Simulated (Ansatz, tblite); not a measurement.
Removing and adding an electron: CuAu2. The state is a doublet with charge 0. Geometry: PBE0-D4/def2-TZVP. Ansatz, gas phase; energy differences of separate SCF runs; the oxidised species is a singlet (the triplet lies 2.36 eV higher at PBE0-D4/def2-TZVP); the reduced species is a singlet (the triplet lies 0.07 eV higher at PBE0-D4/def2-TZVPD).

Cartesian coordinates in Å:
```
Au 0.709 0.660 1.199
Au 0.609 -0.968 -1.033
Cu -1.318 0.308 -0.166
```

In the def2 sets Au takes a core potential; there is no spin–orbit coupling. The xTB rows come from tblite. The structure comes from a short search, and lower isomers may exist.

| level | −HOMO (eV) | vertical IE (eV) | −LUMO (eV) | vertical EA (eV) | HOMO–LUMO gap (eV) | IE − EA (eV) | remarks |
| --- | --- | --- | --- | --- | --- | --- | --- |
| PBE-D4/def2-TZVPD | 4.60 | – | 4.08 | 1.76 | 0.52 | – | HOMO above zero (-1 singlet), restricted singlet, untested (-1 singlet) |
| r2SCAN-D4/def2-TZVP | 4.78 | 7.07 | 3.81 | – | 0.97 | – | – |
| PBE0-D4/def2-TZVP | 5.09 | 6.86 | 3.08 | – | 2.01 | – | – |
| PBE0-D4/def2-TZVPD | 5.10 | – | 3.07 | 1.50 | 2.03 | – | HOMO above zero (-1 singlet), restricted singlet, untested (-1 singlet) |

Estimate the rows for GFN1-xTB, GFN2-xTB, PBE-D4/def2-TZVP.


| level | −HOMO (eV) | vertical IE (eV) | −LUMO (eV) | vertical EA (eV) | HOMO–LUMO gap (eV) | IE − EA (eV) |
| --- | --- | --- | --- | --- | --- | --- |
| GFN1-xTB | – | 13.48 | – | 6.97 | – | 6.51 |
| GFN2-xTB | – | 9.37 | – | 3.67 | – | 5.70 |
| PBE-D4/def2-TZVP | 4.59 | 7.10 | 4.08 | – | 0.51 | – |

Relaxing the oxidised species (PBE0-D4/def2-TZVP) changes its energy by -0.12 eV at PBE0-D4/def2-TZVP, so the adiabatic ionisation energy to this nearest minimum is 6.74 eV. At PBE-D4/def2-TZVP it is 7.02 eV.  Run but left out: r2SCAN-D4/def2-TZVPD (charge -1 singlet: restricted singlet with a triplet 0.06 eV lower at the same geometry).   A HOMO above zero means that the electron is unbound at that level or that self-interaction error raises the level; the energy of removing that electron tells which. HOMO and LUMO are the levels of the spin that leaves or enters (xTB has no such levels and no spin-polarisation term). Other spin states of the ions may lie lower, which would lower the ionisation energy or raise the affinity. Raw xTB energy differences between charge states are shifted by several eV; the methods need an empirical correction for them.
